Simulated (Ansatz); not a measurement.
Consider the atomization: `N[SiH2]C[Si](N)(F)F` → C• + 2 F• + 8 H• + 2 N• + 2 Si•.

Calculated with Ansatz (gas phase, PBE0-D4/def2-TZVP geometries, no zero-point term in ΔE). CCSD(T)/CBS adds triple-zeta CCSD(T) − MP2 to the extrapolated MP2 energy (def2 sets, frozen cores). This one scheme is used for every species, atoms too. DFT in def2-TZVPP. B3LYP here is the variant with VWN-RPA as its local correlation; programs differ in this. Open shells (•) are unrestricted, without spin–orbit coupling. Spin–orbit coupling would lower the free atoms: a little for C, F, Si. Each species was taken in one conformer, which may not be the lowest.

| level | ΔE (kJ/mol) | difference from CCSD(T)/CBS |
| --- | --- | --- |
| PBE-D4 | 5755.9 | 40.6 |
| r2SCAN-D4 | 5685.6 | -29.7 |
| PBE0-D4 | 5660.3 | -55.0 |
| B3LYP-D4 | 5695.6 | -19.7 |
| ωB97X-V | 5727.4 | 12.1 |
| ωB97M-V | 5725.2 | 9.9 |
| B2PLYP | 5633.0 | -82.3 |
| PBE | 5716.3 | 1.0 |
| r2SCAN | 5675.6 | -39.7 |
| PBE0 | 5626.6 | -88.7 |
| B3LYP | 5632.1 | -83.2 |
| HF/def2-TZVPP | 4123.0 | -1592.3 |
| MP2/def2-TZVPP | 5641.7 | -73.6 |
| SCS-MP2/def2-TZVPP | 5625.9 | -89.4 |
| CCSD/def2-TZVPP | 5462.3 | -253.0 |
| CCSD(T)/def2-TZVPP | 5539.4 | -175.9 |
| HF/def2-QZVPP | 4138.4 | -1576.9 |
| MP2/def2-QZVPP | 5748.0 | 32.7 |
| SCS-MP2/def2-QZVPP | 5745.1 | 29.8 |
| HF/CBS(def2) | 4140.7 | -1574.6 |
| MP2/CBS(def2) | 5817.6 | 102.3 |
| CCSD/CBS(def2) | 5638.2 | -77.1 |
| CCSD(T)/CBS | 5715.3 | 0 |

Largest T1 diagnostic among the species: 0.012.

In def2-TZVPP, CCSD(T) changes the Hartree–Fock value by +1416.5 kJ/mol (the triples alone add +77.2 kJ/mol) and MP2 by +1518.7 kJ/mol; breaking electron pairs costs correlation energy, which Hartree–Fock lacks. The D4 term adds +63.5 kJ/mol with B3LYP and +33.7 kJ/mol with PBE0; it sums over pairs of atoms, weighted by their polarisabilities, and B3LYP, whose exchange is more repulsive, gets the larger term. From PBE to PBE0 (25 % exact exchange), in def2-TZVPP and without D4, ΔE moves by −89.7 kJ/mol: exact exchange takes away binding that semilocal exchange gives to molecules.

For atomizations the MP2-based limit and the directly extrapolated one differ by several kJ/mol either way, and by 10 to 25 for some Ge, Se and Sn compounds, so smaller differences from it don't rank the levels.
